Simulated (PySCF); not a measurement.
Al(OH)2(SH) (AlH₃O₂S), SMILES [OH][Al]([OH])[SH]. Atoms are numbered in the order given.

```xyz
7

Al    -0.0055     0.4434     0.0000
O     -1.3791     1.4363     0.0000
H     -2.2960     1.1610     0.0000
O      1.5446     1.1282     0.0000
H      1.7224     2.0700     0.0000
S     -0.1192    -1.7294     0.0000
H      1.2283    -1.8416     0.0000
```
Charge 0, spin multiplicity 1.

Coordinates come from a PBE0-D3(BJ)/def2-SVP optimisation. Other conformers were not sampled.

Calculation: PBE0/pcJ-1 in PySCF.

Isotropic couplings with Fermi-contact, spin-dipole and both spin-orbit terms, one fixed conformer, no vibrational averaging. Isotopes: 1H.

Computed spin–spin coupling constants:
| pair | bonds apart | J (Hz) |
|---|---|---|
| H3–H5 | 4 | -0.6 |
| H3–H7 | 4 | -0.8 |
| H5–H7 | 4 | 0.6 |
